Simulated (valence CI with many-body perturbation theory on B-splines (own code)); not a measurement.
# Energy levels of Os LV

Method: configuration interaction combined with many-body perturbation theory (CI+MBPT): four valence electrons over a frozen Dirac-Fock core [Ar], a basis of 9 s, 9 p, 10 d, 8 f, 5 g, 3 h, 1 i functions for each j, with the one-electron correlation potential Σ1, the two-electron term Σ2, the three-electron term Σ3, Breit, model QED; selected CI, second order for the rest (own B-spline code, finite nucleus).

The last digits are not significant, and no measured levels were compared; by estimate large intervals hold to a few tenths of a per cent, small ones and those within an open d or f shell to about a per cent. The list stops below the first excitations out of the core. Only levels of the ground parity were solved; by the run's estimate the other parity begins above the list, which can be wrong where configurations are misplaced.

Levels 1 to 23 of 23, with energies above the lowest level, (3d3/2^4) J=0. "Leading %" is the weight of the configuration and term that name the level; weights of strongly mixed levels are sums over their largest components and can fall short. In the jj column 3d3/2^4 stands for four electrons in 3d with j = 3/2. Lifetimes count E1, E2, E3, M1 and M2 decay at the calculated energies, and are blank where another channel may lead or the interval is too uncertain; long ones can be off by a factor of two.

| No. | Configuration | Term | J | E (cm⁻¹) | Leading % | g | Lifetime | Leading jj |
| --- | --- | --- | --- | --- | --- | --- | --- | --- |
| 1 | 3d4 | 3P | 0 | 0 | 61 |  |  | 3d3/2^4 (99 %) |
| 2 | 3d4 | 5D | 1 | 594010 | 56 | 1.489 | 198 ns | 3d3/2^3 3d5/2 (99 %) |
| 3 | 3d4 | 3F | 4 | 692240 | 28 | 1.056 |  | 3d3/2^3 3d5/2 (99 %) |
| 4 | 3d4 | 5D | 2 | 721260 | 31 | 1.188 | 34.5 μs | 3d3/2^3 3d5/2 (96 %) |
| 5 | 3d4 | 3F | 3 | 748870 | 31 | 1.106 |  | 3d3/2^3 3d5/2 (97 %) |
| 6 | 3d4 | 5D | 0 | 1260100 | 67 |  | 83.3 ns | 3d3/2^2 3d5/2^2 (99 %) |
| 7 | 3d4 | 5D | 2 | 1262800 | 55 | 1.289 | 116 ns | 3d3/2^2 3d5/2^2 (97 %) |
| 8 | 3d4 | 3H | 4 | 1283100 | 40 | 1.136 | 195 ns | 3d3/2^2 3d5/2^2 (99 %) |
| 9 | 3d4 | 5D | 3 | 1300600 | 49 | 1.178 | 200 ns | 3d3/2^2 3d5/2^2 (96 %) |
| 10 | 3d4 | 3H | 5 | 1329400 | 66 | 1.077 | 404 ns | 3d3/2^2 3d5/2^2 (100 %) |
| 11 | 3d4 | 1I | 6 | 1352300 | 54 | 1.064 |  | 3d3/2^2 3d5/2^2 (100 %) |
| 12 | 3d4 | 3D | 1 | 1375600 | 43 | 1.056 | 205 ns | 3d3/2^2 3d5/2^2 (98 %) |
| 13 | 3d4 | 3F | 3 | 1399000 | 45 | 1.056 | 297 ns | 3d3/2^2 3d5/2^2 (98 %) |
| 14 | 3d4 | 3G | 4 | 1402800 | 53 | 1.026 | 1.05 μs | 3d3/2^2 3d5/2^2 (99 %) |
| 15 | 3d4 | 3F | 2 | 1419800 | 33 | 1.073 | 668 ns | 3d3/2^2 3d5/2^2 (98 %) |
| 16 | 3d4 | 3F | 2 | 1525900 | 52 | 0.963 | 166 ns | 3d3/2^2 3d5/2^2 (98 %) |
| 17 | 3d4 | 3F | 4 | 1570600 | 65 | 1.174 | 601 ns | 3d3/2^2 3d5/2^2 (98 %) |
| 18 | 3d4 | 1D | 2 | 1678600 | 45 | 1.114 | 2.75 μs | 3d3/2^2 3d5/2^2 (96 %) |
| 19 | 3d4 | 3P | 0 | 1816100 | 53 |  | 525 ns | 3d3/2^2 3d5/2^2 (89 %) |
| 20 | 3d4 | 5D | 4 | 1951100 | 40 | 1.165 | 94.3 ns | 3d3/2 3d5/2^3 (97 %) |
| 21 | 3d4 | 3F | 3 | 1963000 | 42 | 1.199 | 84.7 ns | 3d3/2 3d5/2^3 (98 %) |
| 22 | 3d4 | 3D | 1 | 2006400 | 47 | 1.016 | 68.6 ns | 3d3/2 3d5/2^3 (98 %) |
| 23 | 3d4 | 3G | 5 | 2012300 | 66 | 1.132 | 170 ns | 3d3/2 3d5/2^3 (100 %) |

The ionisation energy to 3d3 4F_3/2 of the next ion comes out as 5281.4 eV (NIST: 5280 ± 5 eV (theoretical)). All 23 levels together are meant to be complete up to 2012700 cm⁻¹.
